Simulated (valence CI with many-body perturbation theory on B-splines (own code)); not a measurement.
# Which ion has this spectrum?

A relativistic CI+MBPT calculation for an atom or ion with 50 electrons gives these levels (eV):

```csv
J,Parity,E,g
4,even,0.0000,0.66
5,even,2.823,0.91
2,even,4.700,0.92
6,even,4.943,1.04
7,even,6.385,1.09
1,even,6.410,0.14
4,even,6.446,1.01
8,even,7.455,1.12
3,even,7.455,1.11
2,even,7.844,0.64
2,even,8.253,1.60
3,even,8.255,0.96
6,even,9.177,0.90
5,even,9.524,1.18
```

The energies are calculated, and their last digits are not significant.

(1) Which is it?
A. Pt28+
B. Ir27+
C. Au29+
D. Os26+

Answers

(1) A. Pt28+, ground level (4f5/2^4) J=4.
